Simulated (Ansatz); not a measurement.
A structure relaxed at B3LYP-D4/def2-TZVP in Ansatz, charge 0, singlet:

```csv
atom,x (Å),y (Å),z (Å)
Pt1,-0.489,-1.159,0.684
Au2,0.305,1.287,0.900
Au3,0.184,-0.128,-1.584
```

Problem. Give its formula and point group.

Solution. the cluster PtAu₂ (the lowest singlet isomer of a short search). Point group C2v (tolerance 0.1 Å).

Problem. Summarise the bond lengths by kind (pairs closer than 1.2 times the sum of covalent radii, bridged metal pairs left out).

Solution. 2 × Au–Pt 2.58 Å; 1 × Au–Au 2.86 Å.

In the def2 sets Au, Pt take a core potential; there is no spin–orbit coupling. The structure comes from a short search, and lower isomers may exist.
